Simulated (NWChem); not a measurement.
Molecule: C₃H₆OSi; SMILES CC1=C[SiH2]O1

```xyz
11

C      0.0878     2.2152    -0.0269
C     -0.1011     0.7380    -0.0042
C     -1.1916    -0.0665     0.2004
Si     0.0003    -1.4495    -0.0447
O      1.0376    -0.0353    -0.2331
H     -0.8630     2.7454     0.1632
H      0.8350     2.5120     0.7382
H      0.4947     2.5286    -1.0107
H     -2.2272     0.2212     0.4046
H      0.4388    -2.3037     1.1103
H     -0.0292    -2.2808    -1.2953
```
Atoms are numbered in this order, from 1.

The geometry was optimised at PBE-D3(BJ)/def2-SVP.

Give the principal values of the shielding tensors (ppm) of C1, C2, C3, Si4, O5 from B3LYP/IGLO-II, GIAO (NWChem), with their diamagnetic and paramagnetic parts as GIAO splits them.


| atom | σ11 | σ22 | σ33 | isotropic | diamagnetic | paramagnetic |
|---|---|---|---|---|---|---|
| C1 | 140.9 | 146.5 | 184.2 | 157.2 | 244.6 | -87.4 |
| C2 | -135.7 | 27.6 | 73.6 | -11.5 | 254.0 | -265.4 |
| C3 | -5.4 | 117.3 | 143.4 | 85.1 | 251.7 | -166.6 |
| Si4 | 291.3 | 311.0 | 403.2 | 335.2 | 880.3 | -545.1 |
| O5 | 48.6 | 201.4 | 256.9 | 169.0 | 390.6 | -221.6 |
